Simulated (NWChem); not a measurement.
System meant: VF₅; SMILES [F][V]([F])([F])([F])[F]

Here is an NWChem input.

```
start job
memory heap 200 mb stack 900 mb global 1100 mb
geometry units angstroms noautoz
  V      0.000000     0.000000     0.000000
  F      0.000000     0.000000    -1.747619
  F      0.000000     0.000000     1.747619
  F      1.653330    -0.443008     0.000000
  F     -0.443008     1.653330     0.000000
  F     -1.210321    -1.210321     0.000000
end
basis spherical
  * library def2-svp
end
dft
  xc xpbe96 cpbe96
  iterations 4
  mulliken
end
task dft energy
```

End of the output:

```
    Atom       Charge   Shell Charges
 -----------   ------   -------------------------------------------------------
    1 V   23    29.34   2.00  2.00  1.91  0.29  0.08  5.99  5.85  1.07  8.04  2.03  0.09
    2 F    9     7.00   1.98  1.03  0.78  1.83  1.37  0.01
    3 F    9     7.00   1.98  1.03  0.78  1.83  1.37  0.01
    4 F    9     8.22   1.98  1.02  0.78  2.55  1.88  0.01
    5 F    9     8.22   1.98  1.02  0.78  2.55  1.88  0.01
    6 F    9     8.22   1.98  1.02  0.78  2.55  1.88  0.01

 center of mass
 --------------
 x =   0.00000000 y =  -0.00000000 z =   0.00000000

 moments of inertia (a.u.)
 ------------------
         712.569339185566           0.000000000000          -0.000000000000
           0.000000000000         712.569339185566           0.000000000000
          -0.000000000000           0.000000000000         596.303442984869

     Multipole analysis of the density
     ---------------------------------

     L   x y z        total         alpha         beta         nuclear
     -   - - -        -----         -----         ----         -------
     0   0 0 0     -0.000000    -34.000000    -34.000000     68.000000

     1   1 0 0      0.000000      0.000000      0.000000      0.000000
     1   0 1 0      0.000000      0.000000      0.000000      0.000000
     1   0 0 1     -0.000000     -0.000000     -0.000000      0.000000

     2   2 0 0    -16.953865    -79.097761    -79.097761    141.241657
     2   1 1 0      0.000000      0.000000      0.000000      0.000000
     2   1 0 1      0.000000      0.000000      0.000000      0.000000
     2   0 2 0    -16.953865    -79.097761    -79.097761    141.241657
     2   0 1 1      0.000000      0.000000      0.000000      0.000000
     2   0 0 2     13.966133    -91.176741    -91.176741    196.319614

 ------------------------------------------------------------------------
 dft energy failed                                                                                  0
 ------------------------------------------------------------------------
 ------------------------------------------------------------------------
  current input line :
    19: task dft energy
 ------------------------------------------------------------------------
 ------------------------------------------------------------------------
 This type of error is most commonly associated with calculations not reaching convergence criteria
 ------------------------------------------------------------------------
 For more information see the NWChem manual at https://nwchemgit.github.io

0:dft energy failed:Received an Error in Communication
```

Problem. Find the fault in this run and fix the input.

Solution. The run did not converge; its last values are not results. Cause: the SCF was allowed too few iterations. This input runs:
```
start job
memory heap 200 mb stack 900 mb global 1100 mb
geometry units angstroms noautoz
  V      0.000000     0.000000     0.000000
  F      0.000000     0.000000    -1.747619
  F      0.000000     0.000000     1.747619
  F      1.653330    -0.443008     0.000000
  F     -0.443008     1.653330     0.000000
  F     -1.210321    -1.210321     0.000000
end
basis spherical
  V library def2-svp
  F library def2-svp
end
dft
  xc xpbe96 cpbe96
  iterations 150
  mulliken
end
task dft energy
```
It converges to -1442.25325 Ha (PBE/def2-SVP).
